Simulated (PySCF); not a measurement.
**Electron correlation in Tc²⁺ (technetium, charge +2)**

[Kr] 4d4 5s1, high-spin 6D determinant (an excited configuration). Computed with PySCF 2.14 in aug-cc-pVTZ-DK, with scalar relativity by spin-free X2C-1e. Frozen: [Kr]; 5 electrons correlated.

```csv
level,correlation energy (mhartree)
CCSD,-59.55
(T),-0.83
CCSD(T),-60.38
```

Diagnostics: T1 = 0.0042, D1 = 0.0129, largest double amplitude 0.019.

Cost of the coupled-cluster step: of the order of 15 core-seconds, for 5 correlated electrons.

Iterations:

```
CC2 = 0
CCSD nocc = (np.int64(5), np.int64(0)), nmo = (84, 84)
frozen orbitals [[0, 1, 2, 3, 4, 5, 6, 7, 8, 9, 10, 11, 12, 13, 14, 15, 16, 17], [0, 1, 2, 3, 4, 5, 6, 7, 8, 9, 10, 11, 12, 13, 14, 15, 16, 17]]
max_cycle = 100
direct = 0
conv_tol = 1e-08
conv_tol_normt = 1e-06
diis_space = 8
diis_start_cycle = 0
Init t2, MP2 energy = -0.0527938563866831
Init E_corr(UCCSD) = -0.0527938563886943
cycle = 1  E_corr(UCCSD) = -0.0585602663167829  dE = -0.00576640993  norm(t1,t2) = 0.0186083
cycle = 2  E_corr(UCCSD) = -0.0593421427119414  dE = -0.000781876395  norm(t1,t2) = 0.00509356
cycle = 3  E_corr(UCCSD) = -0.0595700594361021  dE = -0.000227916724  norm(t1,t2) = 0.00192437
cycle = 4  E_corr(UCCSD) = -0.0595498540362481  dE = 2.02053999e-05  norm(t1,t2) = 0.000385809
cycle = 5  E_corr(UCCSD) = -0.0595541961721817  dE = -4.34213593e-06  norm(t1,t2) = 0.000126735
cycle = 6  E_corr(UCCSD) = -0.0595540295171104  dE = 1.66655071e-07  norm(t1,t2) = 1.53624e-05
cycle = 7  E_corr(UCCSD) = -0.0595540306960157  dE = -1.1789053e-09  norm(t1,t2) = 3.68461e-06
cycle = 8  E_corr(UCCSD) = -0.0595540329274548  dE = -2.23143915e-09  norm(t1,t2) = 3.45937e-06
cycle = 9  E_corr(UCCSD) = -0.0595540167505259  dE = 1.61769289e-08  norm(t1,t2) = 2.57001e-06
cycle = 10  E_corr(UCCSD) = -0.0595540213449237  dE = -4.59439773e-09  norm(t1,t2) = 1.8615e-07
UCCSD converged
E(UCCSD) = -4282.051142117654  E_corr = -0.05955402134492368
UCCSD(T) correction = -0.000831173833835769
```
